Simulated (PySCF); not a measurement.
# Computed spin Hamiltonian

C₄H₇FO₂ (charge -1 and doublet state).
Numbering: `[CH3:1][O:2][CH-:3][C:4]([F:5])[O:6][CH3:7]` (hydrogens: H8, H9, H10 on C1; H11 on C3; H12, H13, H14 on C7)

Geometry (GFN2-xTB, Å), atoms numbered from 1 in this order:
```
atom  x, y, z in Å
C1     2.3937    0.4059    0.6654
O2     1.9975   -0.9322    0.5402
C3     0.7461   -1.1156   -0.1135
C4    -0.4244   -0.5690    0.5361
F5    -0.7798   -1.2403    1.7866
O6    -1.5907   -0.5978   -0.2757
C7    -2.4785    0.4297    0.0550
H8     2.4530    0.9015   -0.3192
H9     3.3837    0.4243    1.1342
H10    1.6852    0.9717    1.2860
H11    0.8011   -0.7960   -1.1657
H12   -2.0299    1.4248   -0.0990
H13   -2.8041    0.3626    1.1026
H14   -3.3535    0.3299   -0.5952
```

The hyperfine couplings belong to this conformer and change with its torsions.

Method: UKS B3LYP, pcH-1 on C F H O, non-relativistic, mean-field spin-orbit, GIAO in PySCF. Whether the extra electron is bound in the gas phase wasn't checked; a finite basis holds it in any case. Couplings are sensitive to structure, and on GFN2-xTB geometries they can be far from those on DFT ones, by a factor of two or more for some ions and for spin on atoms past the first row. No stability test was run, so a lower SCF solution isn't excluded.

* g1, g2, g3: 2.00195, 2.00266, 2.00339
* g_iso: 2.00266
* Form of g: rhombic: the two nearest values differ by 49 % of g3 − g1
* ⟨S²⟩: 0.7577 (exact 0.7500)
* HOMO–LUMO gap, α and β orbitals: 3.71, 4.36 eV
* Basis functions: 245

Hyperfine couplings atom by atom, in MHz; T1 to T3 are the principal values of the dipolar part:

```csv
atom,isotope,a_iso,T1,T2,T3,Mulliken spin population
C1,13C,14.2,-4.9,-3.4,8.3,0.05
O2,17O,-107.3,-2.8,0.6,2.2,-0.01
C3,13C,84.4,-45.2,-40.5,85.7,0.45
C4,13C,219.6,-47.5,-40.3,87.9,0.45
F5,19F,504.8,-157.0,-133.0,290.0,0.04
O6,17O,3.1,-10.6,4.5,6.1,0.00
C7,13C,43.6,-1.0,-0.9,2.0,0.00
H8,1H,-2.5,-2.5,-1.8,4.3,0.00
H9,1H,-3.5,-3.0,-1.4,4.4,0.00
H10,1H,-2.9,-5.3,-0.6,5.9,0.00
H11,1H,-15.5,-18.7,-2.4,21.1,-0.01
H12,1H,-1.0,-3.8,-2.1,5.9,0.01
H13,1H,-0.6,-3.4,-2.3,5.7,0.00
H14,1H,2.6,-1.8,-1.4,3.2,0.01
```

The largest Mulliken spin populations are on C3 (+0.45) and C4 (+0.45).

The SMILES `CO[CH-][C](F)OC` draws the unpaired electron on C4, whose computed spin population is only +0.45.

Axes: g2 points within 14° of the C3–C4 bond.

Under fast tumbling the dipolar parts average out, and these isotropic splittings remain: 1 × 19F (F5, I = 1/2, 2 lines) with 18.01 mT, 1 × 1H (H11, I = 1/2, 2 lines) with 0.55 mT and 3 × 1H (H8/H9/H10, I = 1/2, 4 lines) with 0.10 mT.

Class means assume fast exchange of nuclei equivalent by connectivity; if that motion is slow, each nucleus keeps its own coupling.

The 13C coupling of C4 (219.6 MHz) shows only in satellite lines or after enrichment, since that isotope makes up about 1.07 % of natural carbon.

The 17O coupling of O2 (-107.3 MHz) shows only in satellite lines or after enrichment, since that isotope makes up about 0.038 % of natural oxygen.

β density exceeds α density at some nuclei, such as O6 (-0.0051) and H11 (-0.0035), spin density in bohr⁻³. In a single determinant that takes different orbitals for the two spins, that is spin polarisation.
